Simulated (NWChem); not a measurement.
**Basis-set convergence for AlClF2**

SMILES: [F][Al]([F])[Cl]
```xyz
4

Al     0.0000     0.0000     0.4183
F     -1.4183     0.0000     1.2546
F      1.4183     0.0000     1.2546
Cl     0.0000     0.0000    -1.6483
```
Charge 0, spin multiplicity 1.

Everything below was run with NWChem. All single points use one geometry, from PBE0/def2-SVP, a minimum by its harmonic frequencies.

Quantity: dipole moment at the level PBE.

The Pople sets run with spherical d functions. The structure started from a generated list of species.

```
basis        functions  dipole moment (D)
-----------  ---------  -----------------
3-21G               44                [?]
pcseg-1             64               0.38
6-31+G*             80               0.43
def2-SVPD           97               0.57
aug-cc-pVDZ        100               0.58
6-311++G**         104               0.52
def2-TZVPD         169                [?]
aug-cc-pVTZ        192               0.53
cc-pVQZ            228                [?]
def2-QZVP          254               0.53
```

Q: Complete the blanks.

A: 
- 3-21G, dipole moment (D): 0.62
- def2-TZVPD, dipole moment (D): 0.55
- cc-pVQZ, dipole moment (D): 0.50
